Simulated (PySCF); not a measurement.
Basis and Hamiltonian dependence of the excitation energy of Au⁺

Au⁺ [Xe] 4f14 5d10 (1S) → Au⁺ [Xe] 4f14 5d9 6s1, s spin flipped. Calculated with PySCF 2.14 from differences of total energies of unrestricted determinants, without spin-orbit coupling. Values in eV.

| basis | Hamiltonian | functions | UHF | PBE | PBE0 | MP2 (valence) |
| --- | --- | --- | --- | --- | --- | --- |
| ANO-RCC-VTZP | spin-free X2C | 84 | 2.488 | 2.470 | 2.607 | 2.969 |
| x2c-TZVPPall with one added diffuse shell each of s, p, d, f type | spin-free X2C | 113 | 2.497 | 2.523 | 2.648 | 2.987 |
| aug-cc-pVTZ-PP with one added diffuse shell each of s, p, d, f, g type with ECP60MDF | ECP | 113 | 2.492 | 2.503 | 2.624 | 2.988 |
| aug-cc-pwCVTZ-PP with ECP60MDF | ECP | 122 | 2.477 | 2.495 | 2.615 | 2.984 |

Frozen in the all-electron rows: valence: [Xe] 4f14; with a core potential, the same shells as far as they lie outside it.

In the upper determinant the s electron has its spin opposite to the other open shell, which mixes two multiplicities.
